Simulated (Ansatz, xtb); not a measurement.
# CHF2Si: 3 structures ranked

3 gas-phase structures of CHF2Si, found in a search over its isomers (lower ones may exist). Each was relaxed with GFN2-xTB:

A. a doublet given by its coordinates
B. `F/[C]=[SiH]\F`, a doublet
C. `[CH]=[Si](F)F`, a doublet

A (Å):

```xyz
5

C    -1.3175   -0.9336    0.7723
F    -1.9759   -1.4665   -0.2851
F     0.5175    0.5838    1.9346
Si    0.2473   -0.0325    0.4464
H    -1.3495   -1.6513    1.5950
```

Close contacts (Å): C1–F2 1.35, C1–Si4 1.83, F3–Si4 1.63, C1–H5 1.09.

**Question.** Estimate their order in r2SCAN-D4/def2-SVP//GFN2-xTB energy at these geometries, lowest first.

**Answer.** Calculated order at r2SCAN-D4/def2-SVP//GFN2-xTB: C (0.0), A (6.9), B (44.1) kcal/mol.

Energies above the lowest of each column, in kcal/mol; the last columns are at r2SCAN-D4/def2-SVP geometries and were run for some of them only (a dash: not run or not comparable):

```csv
structure,GFN2-xTB,HF/STO-3G,r2SCAN-D4/def2-SVP//GFN2-xTB,r2SCAN-D4/def2-SVP,CCSD(T)/def2-SVP
C,0.0,47.9,0.0,0.0,0.0
A,18.6,0.0,6.9,14.3,12.2
B,32.0,51.0,44.1,–,–
```

CCSD(T)/def2-SVP puts C lowest of those it was run on; HF/STO-3G picks A. Some further structures that were screened fall inside this span and aren't listed. Frequencies (r2SCAN-D4/def2-SVP) were run for A, C alone. Open shells are spin-unrestricted, some with notable spin contamination. Large T1 diagnostics make some coupled-cluster values less sure.

Programs: Ansatz 0.2.0, xtb 6.7.1.
